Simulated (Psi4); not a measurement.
## InCNCl2O (SMILES O=C=[N][In]([Cl])[Cl]): name the method

InCNCl2O: 6 atoms, total charge 0, spin state singlet. As SMILES, `O=C=[N][In]([Cl])[Cl]`. The shape was relaxed beforehand at PBE0/def2-TZVP.

```csv
atom,x (Å),y (Å),z (Å)
O,1.1974,-2.0925,1.6129
C,0.8702,-1.4106,0.7282
N,0.5757,-0.7562,-0.2427
In,-0.5137,0.9001,-0.5355
Cl,-0.7145,1.6789,-2.6746
Cl,-1.5179,1.9655,1.2310
```

Orbital energies are those of the mean-field step.

A calculation with Psi4 1.11 gave:

| Quantity | Value |
| --- | --- |
| total energy | -1277.1434 Eh |
| HOMO energy | -12.36 eV |
| LUMO energy | 0.43 eV |
| HOMO–LUMO gap | 12.79 eV |

Question: Which of these levels gave the numbers?
A. MP2/def2-QZVPP (density fitting, core potential, density fitting for correlation)
B. PBE0-D4/def2-TZVP (density fitting, core potential)
C. B3LYP-D4/def2-TZVPP (density fitting, core potential)
D. PBE-D4/def2-TZVPP (density fitting, core potential)

Answer: A. The others give -1278.3663 Eh (PBE0-D4/def2-TZVP (density fitting, core potential)), -1278.9507 Eh (B3LYP-D4/def2-TZVPP (density fitting, core potential)), -1278.3023 Eh (PBE-D4/def2-TZVPP (density fitting, core potential)).
